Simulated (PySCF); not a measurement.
Si(H)2(Me)2 (C2H8Si), SMILES C[SiH2]C. Heavy atoms are numbered as in [SiH2:1]([CH3:2])[CH3:3]. Hydrogens are named by the atom that carries them.

Geometry optimised at r2SCAN-D4/def2-SVP. The isomer is the one that the SMILES or the coordinates give; other isomers of the formula were not compared.

Level of theory: PBE/pcSseg-1 (PySCF).

GIAO shieldings, no solvent; atoms alike by connectivity are averaged. δ = σ(ref) − σ: ²⁹Si against TMS (σ = 335.4 ppm); ¹³C against TMS (σ = 182.0 ppm); ¹H against TMS (σ = 31.49 ppm), references at their B3LYP-D3(BJ)/def2-TZVP geometries, non-relativistic.

| nucleus | atoms | count | δ (ppm) |
|---|---|---|---|
| ²⁹Si | Si1 (SiH2) | 1 | -41.2 |
| ¹³C | C2 (CH3) | 2 | -3.6 |
| ¹H | H on Si1 | 2 | 4.51 |
| ¹H | H on C2 | 6 | 0.47 |
